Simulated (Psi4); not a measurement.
The Psi4 input:
```
memory 2 GB

molecule mol {
0 1
Si   -0.692466   -0.473141   -0.012222
O    -1.187971   -0.859773    1.470693
Se   -0.750338    1.820572   -0.209057
Se    1.371563   -1.418749   -0.077807
H    -1.573823   -1.022641   -1.036218
H    -1.881906   -0.388895    1.924604
H    -0.342747    1.848379   -1.581495
H     1.875116   -0.596659   -1.147935
}

set {
  basis def2-sv(p)
  reference rks
}

energy('pbe')
print_variables()
```

### Question
What does this run give for the dipole moment, number of basis functions, total energy?

### Answer

* **dipole moment**: 1.46 D
* **number of basis functions**: 104
* **total energy**: -5168.6008 Eh
